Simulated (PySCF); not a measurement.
# SeH⁺: frontier orbitals

TPSSh at R = 1.497 Å; PySCF, no relativity, basis sets H pcseg-1, Se pcseg-1. State: ³Σ⁻ (triplet), unpaired electrons π ↑↑. Only the outer orbitals are listed, counted within each symmetry.

| spin | orbital | occ. | ε (eV) | on H (%) | main shells (%) |
| --- | --- | --- | --- | --- | --- |
| α | 7σ | 1 | -28.41 | 6 | 93 Se s |
| α | 8σ | 1 | -18.97 | 27 | 65 Se p, 27 H s |
| α | 4π | 1 | -16.73 | 0 | 100 Se p |
| α | 4π | 1 | -16.73 | 0 | 100 Se p |
| α | 9σ | 0 | -7.71 | 62 | 61 H s, 29 Se p, 12 Se d |
| α | 10σ | 0 | -1.12 | 45 | 45 H s, 31 Se d, 25 Se s |
| α | 5π | 0 | 0.80 | 1 | 98 Se d |
| β | 7σ | 1 | -26.24 | 10 | 87 Se s, 10 H s |
| β | 8σ | 1 | -18.35 | 29 | 59 Se p, 29 H s, 11 Se s |
| β | 4π | 0 | -13.18 | 0 | 100 Se p |
| β | 4π | 0 | -13.18 | 0 | 100 Se p |
| β | 9σ | 0 | -7.11 | 59 | 58 H s, 32 Se p, 10 Se d |

Which are the highest filled and the lowest empty level, where do they sit, and how wide is the gap?

Highest filled α 4π at -16.73 eV (in %: 100 Se p); lowest empty β 4π at -13.18 eV (in %: 100 Se p); the gap at TPSSh is 3.55 eV. Both belong to one degenerate shell, split only by its one-sided filling, so this is no excitation gap.

* bond order (Mayer): 0.90
* ⟨S²⟩: 2.005
* charge on H (Mulliken, basis-dependent): 0.27
* charge on H (Löwdin, basis-dependent): 0.13
* dipole moment (positive dipole points towards Se; it is taken about the centre of mass and depends on that origin): -1.29 D

Spin–orbit coupling is left out. The state was picked by a PBE0 search and need not be the measured ground state.
